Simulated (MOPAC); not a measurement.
MOPAC input (PM3):

```
PM3 1SCF CHARGE=-1 GEO-OK AUX(PRECISION=9) THREADS=1
H5O3Si2

O    -0.50769900 1   -1.83231500 1    0.14527100 1
Si   -0.44246900 1   -0.28539800 1    0.07857200 1
O    -1.05433200 1    0.64038500 1    1.35312600 1
O    -1.27354900 1    0.42296900 1   -1.23102900 1
Si    1.78420100 1    0.50641800 1   -0.13197900 1
H    -1.73700600 1    1.23499700 1    1.02861700 1
H    -1.49799300 1   -0.28191100 1   -1.84657100 1
H     1.95653500 1    1.99285100 1   -0.27352800 1
H     2.67136900 1    0.15709500 1    1.02407600 1
H     2.50749500 1   -0.04561800 1   -1.32384200 1
```

From the output:

```
                                                       MOPAC v23.2.5 Linux

          FINAL HEAT OF FORMATION =       -222.78303 KCAL/MOL =    -932.12418 KJ/MOL

          COSMO AREA              =        135.27 SQUARE ANGSTROMS
          COSMO VOLUME            =        129.79 CUBIC ANGSTROMS

          IONIZATION POTENTIAL    =          3.123147 EV
          HOMO LUMO ENERGIES (EV) =         -3.123  4.225
          NO. OF FILLED LEVELS    =         16
          MOLECULAR WEIGHT        =        109.2087         POINT GROUP:  C1

          MOLECULAR DIMENSIONS (Angstroms)

            Atom       Atom       Distance
            H     9    H     7     5.08104
            H    10    H     6     4.58423
            O     1    H     8     4.02086

          SCF CALCULATIONS        =          1

   ATOM   CHEMICAL          X               Y               Z
  NUMBER   SYMBOL      (ANGSTROMS)     (ANGSTROMS)     (ANGSTROMS)

     1       O         -0.50769900  *  -1.83231500  *   0.14527100  *
     2      Si         -0.44246900  *  -0.28539800  *   0.07857200  *
     3       O         -1.05433200  *   0.64038500  *   1.35312600  *
     4       O         -1.27354900  *   0.42296900  *  -1.23102900  *
     5      Si          1.78420100  *   0.50641800  *  -0.13197900  *
     6       H         -1.73700600  *   1.23499700  *   1.02861700  *
     7       H         -1.49799300  *  -0.28191100  *  -1.84657100  *
     8       H          1.95653500  *   1.99285100  *  -0.27352800  *
     9       H          2.67136900  *   0.15709500  *   1.02407600  *
    10       H          2.50749500  *  -0.04561800  *  -1.32384200  *

                             CARTESIAN COORDINATES

   1    O       -0.507699000    -1.832315000     0.145271000
   2   Si       -0.442469000    -0.285398000     0.078572000
   3    O       -1.054332000     0.640385000     1.353126000
   4    O       -1.273549000     0.422969000    -1.231029000
   5   Si        1.784201000     0.506418000    -0.131979000
   6    H       -1.737006000     1.234997000     1.028617000
   7    H       -1.497993000    -0.281911000    -1.846571000
   8    H        1.956535000     1.992851000    -0.273528000
   9    H        2.671369000     0.157095000     1.024076000
  10    H        2.507495000    -0.045618000    -1.323842000

           Empirical Formula: H5 O3 Si2  =    10 atoms

      MOLECULAR POINT GROUP   :   C1

                  EIGENVALUES
 -30.98564 -30.10255 -26.60571 -12.17352 -11.73107 -11.59637  -9.68940  -8.83307
  -7.83151  -7.48818  -7.07440  -6.74847  -6.29241  -5.22032  -4.74525  -3.12315
   4.22483   5.80406   6.06729   6.21144   6.78802   6.89710   8.31035   9.82865
  10.32000

              NET ATOMIC CHARGES AND DIPOLE CONTRIBUTIONS

  ATOM NO.   TYPE          CHARGE      No. of ELECS.   s-Pop       p-Pop
    1          O          -0.654866        6.6549     1.86304     4.79183
    2         Si           0.810658        3.1893     0.94050     2.24884
    3          O          -0.460779        6.4608     1.77744     4.68334
    4          O          -0.503745        6.5037     1.78815     4.71559
    5         Si          -0.090416        4.0904     1.19846     2.89196
    6          H           0.166186        0.8338     0.83381
    7          H           0.170988        0.8290     0.82901
    8          H          -0.153628        1.1536     1.15363
    9          H          -0.139928        1.1399     1.13993
   10          H          -0.144469        1.1445     1.14447
 DIPOLE           X         Y         Z       TOTAL
 POINT-CHG.    -3.247     1.069    -0.313     3.433
 HYBRID         1.823     1.066    -0.824     2.266
 SUM           -1.424     2.134    -1.137     2.807

          ATOMIC ORBITAL ELECTRON POPULATIONS

     Atom    s        px        py        pz
    1  O   1.86304   1.69419   1.30243   1.79521
    2 Si   0.94050   0.80953   0.73511   0.70420
    3  O   1.77744   1.53858   1.58524   1.55952
    4  O   1.78815   1.77242   1.48052   1.46265
    5 Si   1.19846   1.14727   0.87937   0.86532
    6  H   0.83381
    7  H   0.82901
    8  H   1.15363
    9  H   1.13993
   10  H   1.14447

 **********************
 *                    *
 * JOB ENDED NORMALLY *
 *                    *
 **********************

 == MOPAC DONE ==
```

The dipole moment of an ion depends on the origin.

The geometry given is a B3LYP-D3(BJ)/def2-TZVP minimum.
